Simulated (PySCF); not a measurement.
## Ionisation energy of Ta(50+) by level of theory

Ta(50+) [Ar] 3d5 (6S) → Ta(51+) [Ar] 3d4 (5D), as a difference of total energies. Calculation: PySCF 2.14, in an even-tempered Gaussian basis (17 s from 11 bohr⁻², ratio 2.5; 13 p from 15 bohr⁻², ratio 2.5; 7 d from 15 bohr⁻², ratio 2.5; 4 f from 57 bohr⁻², ratio 2.7; 3 g from 85 bohr⁻², ratio 2.7); the spin-free X2C one-electron Hamiltonian (Gaussian nucleus). Correlated levels: outer shells: [Ne] frozen; virtual orbitals above 40 to 60 times the deepest correlated orbital energy dropped. The calculations carry no spin-orbit coupling.

```csv
method,ionisation energy (eV)
UHF,4589.5
LDA,4585.3
PBE,4584.8
PBE0,4586.4
r2SCAN,4587.2
TPSSh,4584.4
r2SCANh,4587.6
MP2 (outer shells),4589.7
SCS-MP2 (outer shells),4589.2
```

Spin-orbit coupling is strong in these open shells (close to jj coupling). The scalar numbers leave it out and a first-order estimate fails, so it can dominate the gap to the real levels.

Breit and QED terms and the two-electron picture change are absent.

For comparison: 4537 ± 4 eV (theoretical estimate listed by NIST; NIST Atomic Spectra Database, ionization energies).
